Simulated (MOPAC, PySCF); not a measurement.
H₇FSSi₃, SMILES `[SiH2]([SiH2]F)[SiH2]S`, neutral singlet in the gas phase. 

Cartesian coordinates (Å):
```xyz
12

F     -3.3967    -0.7928    -0.1902
Si    -1.9103    -0.3341    -0.6643
Si    -0.4090    -0.3882     1.1415
Si     1.5889     0.5614     0.3588
S      1.9240    -0.4063    -1.5422
H     -2.0171     1.0541    -1.2096
H     -1.4722    -1.2650    -1.7477
H     -0.1758    -1.7932     1.6031
H     -0.9246     0.4252     2.2890
H      1.4037     2.0359     0.1735
H      2.7412     0.3528     1.2921
H      3.0221     0.3192    -1.8656
```
Charge 0, spin multiplicity 1.

All levels are single points at this geometry (PBE-D3(BJ)/def2-TZVP); Pople sets use spherical d functions. Orbital energies aren't observables, and empty levels follow the basis.

```tsv
level	HOMO (eV)	LUMO (eV)	gap (eV)	dipole (D)	vertical IE, Delta-SCF (eV)
PBE-D3(BJ)/def2-TZVP in PySCF	-6.43	-1.89	4.54	2.01	–
B3LYP/3-21G in PySCF	-7.37	-0.67	6.70	2.49	–
B3LYP/6-31G* in PySCF	-7.30	-0.86	6.44	2.20	9.50
BP86/6-31G* in PySCF	-6.42	-1.58	4.84	2.06	–
PBE/6-31G* in PySCF	-6.32	-1.53	4.79	2.08	–
SVWN5/6-31G* in PySCF	-6.38	-1.74	4.64	2.21	–
HF/6-31G* in PySCF	-10.49	2.46	12.94	2.54	9.66
AM1 in MOPAC	-9.75	-1.62	8.13	2.49	–
PM7 in MOPAC	-9.65	-1.13	8.52	3.24	–
```
